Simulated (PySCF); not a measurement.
One of the candidates below gave these computed data.

All candidates are C2H9NSi.

| technique | computed result |
| --- | --- |
| 13C NMR | chemical shifts (computed TMS as zero) by class: 32.2 (1 C), -4.9 (1 C) ppm [GIAO PBE0/pcSseg-1] |
| Polarisability | 62.0 au [wB97X-D/def2-SVPD] |
| Valence photoelectron | vertical ionisation energy: 8.82 eV [ΔSCF wB97X-D/def2-SVPD] |
| Triplet | lowest triplet excitation (Tamm–Dancoff): 6.03 eV [TDA wB97X-D/def2-SVPD] |
| XPS | Si2p3/2 106.5, C1s 290.2, C1s 291.6, N1s 404.3, Si1s 1846.4 eV [ΔSCF SCAN, pcX-2 on the ionised atom, pcseg-1 elsewhere, spin-free X2C, 2p3/2 from a spin–orbit splitting computed afterwards within the 2p shell] |
| Rotational structure | rotational constants A, B, C: 16.000, 2.881, 2.607 GHz [PBE0-D3(BJ)/def2-SVP] |
| UV, first state | lowest singlet excitation: 6.22 eV (199 nm, f = 0.002) [TDDFT wB97X-D/def2-SVPD] |

Gas-phase values; electronic properties from PySCF, density fitting. Levels stand in brackets. One conformer (not necessarily the lowest) at the PBE0-D3(BJ)/def2-SVP geometry, without solvent, vibrations or thermal averaging. Each NMR value is the plain mean over a class of atoms that symmetry, rotation or inversion makes alike.

Question: Which candidate is it?
A. `CN(C)[SiH3]`
B. `[H][Si]([H])([H])NCC`
C. `[H][Si]([H])(C)NC`

Answer: C. It is `[H][Si]([H])(C)NC`. 2 carbons fall into 2 classes; from least to most shielded: carbon bonded to N and 3 H (32.2 ppm), carbon bonded to Si and 3 H (-4.9 ppm). The core levels belong to: Si2p3/2 106.5 eV, silicon bonded to C, N and 2 H; C1s 290.2 eV, carbon bonded to Si and 3 H; C1s 291.6 eV, carbon bonded to N and 3 H; N1s 404.3 eV, nitrogen bonded to C, Si and H; Si1s 1846.4 eV, silicon bonded to C, N and 2 H. By its constants the optimised geometry is an asymmetric top.

The others, at the same levels:
- `CN(C)[SiH3]` fails: its computed core binding energies are Si2p3/2 106.8, C1s 291.5 (×2), N1s 404.3, Si1s 1846.6 eV, rotational constant A is 8.414 GHz (against 16.000 GHz) and smallest rotational constant is 3.123 GHz (against 2.607 GHz).
- `[H][Si]([H])([H])NCC` fails: its computed core binding energies are Si2p3/2 106.8, C1s 290.6, C1s 291.6, N1s 404.4, Si1s 1846.7 eV and rotational constant A is 13.824 GHz (against 16.000 GHz).
